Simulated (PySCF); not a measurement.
SiFCl₂Br, SMILES F[Si](Cl)(Cl)Br.

Geometry: ωB97X-D3(BJ)/def2-SVP.

All values below come from PySCF with ωB97X/def2-TZVP.

Symmetry labels are those of the subgroup Cs that the program uses (full group Cs).

Computed valence orbital energies around the gap with their symmetry:
| orbital | symmetry | energy (eV) |
|---|---|---|
| HOMO−7 | A" | -14.43 |
| HOMO−6 | A' | -14.16 |
| HOMO−5 | A' | -13.22 |
| HOMO−4 | A" | -12.81 |
| HOMO−3 | A' | -12.75 |
| HOMO−2 | A" | -12.34 |
| HOMO−1 | A' | -11.70 |
| HOMO | A" | -11.55 |
| LUMO | A' | 1.48 |
| LUMO+1 | A' | 2.59 |
| LUMO+2 | A" | 3.15 |
| LUMO+3 | A' | 3.25 |
